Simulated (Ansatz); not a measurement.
Frontier orbitals of C₃H₅OSb (`[SbH2][O]C1=CC1`).

```xyz
10

Sb   -1.738    0.048    1.886
O    -0.429   -1.166    0.991
C     0.305   -0.742   -0.018
C     1.172   -1.002   -0.936
C     0.667    0.436   -0.838
H    -0.687    1.399    1.972
H    -2.418    0.662    0.437
H     1.834   -1.658   -1.472
H     1.322    1.210   -0.429
H    -0.028    0.814   -1.593
```

The species carries charge 0 and has multiplicity 1. Correlated methods include outer-core shells of Sb, which these sets cover unevenly. Sb: def2 effective core potential. The geometry is a stationary point of PBE0-D4/def2-TZVP. It is one conformer, not always the lowest. Basis def2-TZVPP, the Gaussian-basis code of Ansatz.

Orbital energies of one run (eV). Highest occupied ones, from the top: -8.41, -10.07, -10.39, -11.37, -11.84, -13.32, -14.26, -15.17, -16.42, -17.46, -18.97, -20.15, -26.60, -31.74. Empty: 0.21, 1.28, 2.07, 3.45, 3.58, 3.97.

Q: Which functional gave them?
A. HSE06 (plane-wave form)
B. r2SCAN0
C. r2SCANh
D. ωB97M-V

A: D. HOMO energies: ωB97M-V -8.41, HSE06 -5.83, r2SCAN0 -6.35, r2SCANh -5.70 eV.
